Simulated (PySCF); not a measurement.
**[Cr(=O)2(F)2] (charge 0, multiplicity 1)**

These are PySCF with TPSSh-D3(BJ)/def2-TZVP // PBE-D3(BJ)/def2-SVP values and carry that method's errors.

| Property | Value |
|---|---|
| HOMO | -9.59 eV |
| dipole moment | 0.11 D |
| HOMO–LUMO gap | 3.97 eV |
| LUMO | -5.61 eV |
| charge on the central atom (Mulliken) | 1.58 e |
| charge on the central atom (meta-Löwdin) | 1.48 e |
| total energy | -1394.8867 Ha |
| cost | roughly 120 core-seconds |

Bonds (Å): Cr1–O2 1.557, Cr1–O3 1.557, Cr1–F4 1.704, Cr1–F5 1.704. Angles (°): O2–Cr1–O3 108.3, O2–Cr1–F4 109.5, O2–Cr1–F5 109.5, O3–Cr1–F4 109.5, O3–Cr1–F5 109.5, F4–Cr1–F5 110.5.
Charge 0, spin multiplicity 1.
